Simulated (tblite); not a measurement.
C4H10O2Si2.
SMILES with atom numbers: `[O:1]=[CH:2][O:3]/[C:4](=[CH:5]\[SiH3:6])[CH2:7][SiH3:8]` (hydrogens: H9 on C2; H10 on C5; H11, H12, H13 on Si6; H14, H15 on C7; H16, H17, H18 on Si8)

Computed geometry: GFN2-xTB, gas phase.

Question: List the bond lengths, angles and torsions at this level.

Answer: 
```csv
bond,length (Å)
O1=C2,1.196
C2–O3,1.316
O3–C4,1.409
C4=C5,1.327
C5–Si6,1.880
C4–C7,1.487
C7–Si8,1.918
C2–H9,1.105
C5–H10,1.081
Si6–H11,1.469
"Si6–H12, Si6–H13",1.462
"C7–H14, C7–H15",1.089
"Si8–H16, Si8–H17, Si8–H18",1.463
```

Bonds in one row agree within 0.01 Å and their mean is given. A selection of angles:
```csv
angle,degrees
O1–C2–O3,127.9
O1–C2–H9,123.8
O3–C2–H9,108.2
C2–O3–C4,120.0
O3–C4–C5,122.5
O3–C4–C7,110.8
C5–C4–C7,126.6
C4–C5–Si6,126.9
C4–C5–H10,115.6
Si6–C5–H10,117.4
C5–Si6–H11,105.6
C5–Si6–H12,110.5
C5–Si6–H13,110.6
H11–Si6–H12,110.0
H11–Si6–H13,108.1
H12–Si6–H13,111.8
C4–C7–Si8,109.5
C4–C7–H14,109.9
Si8–C7–H14,110.6
Si8–C7–H15,109.4
H14–C7–H15,108.2
C7–Si8–H16,109.2
C7–Si8–H17,107.3
H16–Si8–H17,109.8
H16–Si8–H18,111.0
```

Torsions: O1–C2–O3–C4 1° (synperiplanar); C2–O3–C4–C5 -55° (synclinal); O3–C4–C5–Si6 1° (synperiplanar); O3–C4–C7–Si8 -79° (synclinal). The mirror-image conformer, all signs reversed, is as good.

Si8 (SiH3 silicon) is tetrahedral (angles from 107.3° to 111.1°). The C–O distances run from 1.196 Å (O1=C2, drawn double) to 1.409 Å (O3–C4, drawn single), a spread of 0.213 Å. Si6 (SiH3 silicon) is distorted tetrahedral (angles from 105.6° to 111.8°). Of the pairs four or more bonds apart, O1···Si6 is among the closest relative to their van der Waals radii: 2.92 Å, 81 % of the sum of Bondi's values. The C–C distances run from 1.327 Å (C4=C5, drawn double) to 1.487 Å (C4–C7, drawn single), a spread of 0.160 Å. O3 (ester single-bonded oxygen) is bent (angle 120.0°). The 2 C–Si bonds span 1.880 Å (C5–Si6, drawn single) to 1.918 Å (C7–Si8, drawn single), a spread of 0.038 Å.

Point group: C1 (no symmetry element, even within 0.4 Å). Its GFN2-xTB frequencies are all real (lowest 37 cm⁻¹). One conformer, not necessarily the lowest.

Hardware: one thread of an Arm Neoverse V1, no GPU, on a shared host. Cost: 1.4 s. These figures are those of the optimisation.
